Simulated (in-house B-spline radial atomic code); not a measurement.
Zn. Computed with a B-spline radial atomic code. Model: non-relativistic spherical atom: semilocal Troullier-Martins pseudo-atom, one channel per l, against all electrons, high spin, G0W0 and RPA with empty states to l = 8, local potential for every l without a channel, a model core (radius 0 = none) keeps its share of the functional.

The core holds an angular momentum without a channel of its own, so the local potential lets valence electrons into it.

What the tables leave out is listed at the end.

The pseudopotential gives back the lowest level of each angular momentum of its own functional in the configuration it was made in; a second state of the same l is only approximately right. Exact exchange, RPA and GW see the smooth pseudo-orbitals and miss the exchange with the core, for which the functional's share stands in. The column with an uncorrelated core keeps all orbitals and exact exchange, and so separates missing core correlation from pseudisation. Only the three outermost levels and the lowest empty one were computed. RPA here is direct RPA, with no exchange kernel, and its energies carry an (l + 1/2)⁻⁴ tail. A hybrid on a potential with a model core restores only its own semilocal share of the core's exchange.

Command:
```bash
python run_psgw.py task.json out
```
Settings (lengths in bohr, energies in hartree):
```
Z                      30
electrons              30
configuration          [Ar] 3d10 4s2
generated_in           [Ar] 3d10 4s2
functional             pbe,pbe
core_shells            6
radius_factor          1
core_correction        False
ion_configuration      [Ar] 3d10 4s1
```

Time taken, with all properties: 50 s on 1 thread of Arm Neoverse N1 (shared host).

Given: made with PBE; model core radius 0 bohr; local radius 2.282 bohr; mean-field start PBE.

Valence shells of the generating configuration: 4s.

Channel: s 2.143, p 3.07 (radii in bohr).

Computed: largest level miss in the spin-unpolarised generating configuration 0 eV; valence RPA correlation energy all-electron orbitals -0.068614 hartree; pseudo-atom RPA polarisability 31.633 bohr³; ionisation by mean-field all-electron 9.377 eV; ionisation by mean-field pseudo minus all -0.379 eV; ionisation by RPA all-electron 9.5492 eV; ionisation by RPA pseudo minus all 0.027 eV.

```
level  occupied  mean-field all-electron (eV)  mean-field pseudo minus all (eV)  G0W0 all-electron (eV)  G0W0 uncorrelated core minus all (eV)  G0W0 pseudo minus all (eV)  exchange self-energy all-electron (eV)  exchange self-energy pseudo (eV)
   4s         1                       -5.8255                                 0                 -9.2023                                  0.507                       0.124                                  -11.76                           -9.1243
```

(1) What is the all-electron RPA polarisability, core included?

(2) What is the valence RPA correlation energy pseudo?

Given: mean-field start PBE0.

Computed: valence RPA correlation energy all-electron orbitals -0.059233 hartree; all-electron RPA polarisability, core included 28.852 bohr³; pseudo-atom RPA polarisability 27.414 bohr³; ionisation by mean-field all-electron 9.0695 eV; ionisation by mean-field pseudo minus all -0.061 eV; ionisation by RPA pseudo minus all 0.027 eV.

```
level  occupied  mean-field all-electron (eV)  mean-field pseudo minus all (eV)  G0W0 all-electron (eV)  G0W0 uncorrelated core minus all (eV)  G0W0 pseudo minus all (eV)  exchange self-energy all-electron (eV)  exchange self-energy pseudo (eV)
   4s         1                       -6.5448                            -0.116                 -9.2353                                  0.517                       0.016                                 -11.482                           -9.1178
```

(3) What is the valence RPA correlation energy pseudo?

(4) What is the ionisation by RPA all-electron?

Given: mean-field start Hartree-Fock.

Computed: valence RPA correlation energy all-electron orbitals -0.041845 hartree; valence RPA correlation energy pseudo -0.046055 hartree; all-electron RPA polarisability, core included 25.248 bohr³; pseudo-atom RPA polarisability 21.035 bohr³; ionisation by RPA all-electron 8.9276 eV; ionisation by RPA pseudo minus all 0.142 eV.

```
level  occupied  mean-field all-electron (eV)  mean-field pseudo minus all (eV)  G0W0 all-electron (eV)  G0W0 uncorrelated core minus all (eV)  G0W0 pseudo minus all (eV)  exchange self-energy all-electron (eV)  exchange self-energy pseudo (eV)
   4s         1                       -7.9595                            -0.537                  -9.073                                  0.451                      -0.167                                 -10.496                           -9.0032
```

(5) What is the ionisation by mean-field all-electron?

(6) What is the ionisation by mean-field pseudo minus all?

Results:

(1) 32.071 bohr³.

(2) -0.07442 hartree.

(3) -0.064397 hartree.

(4) 9.3734 eV.

(5) 7.6223 eV.

(6) 0.573 eV.

Among the listed levels the largest G0W0 shift of the pseudo-atom is -0.17 eV, for 4s on the Hartree-Fock start, while leaving the core uncorrelated moves that level by +0.45 eV. The rest, -0.62 eV, comes from pseudisation and the lost core exchange. Not in the tables (levels of low weight, unsolved or above zero; the highest and the empty levels are kept at any weight): on PBE the G0W0 levels 4p (pseudo minus all -0.05 eV, weights 0.90 and 0.91); on PBE0 the G0W0 levels 4p (pseudo minus all -0.00 eV, weights 0.94 and 0.94).
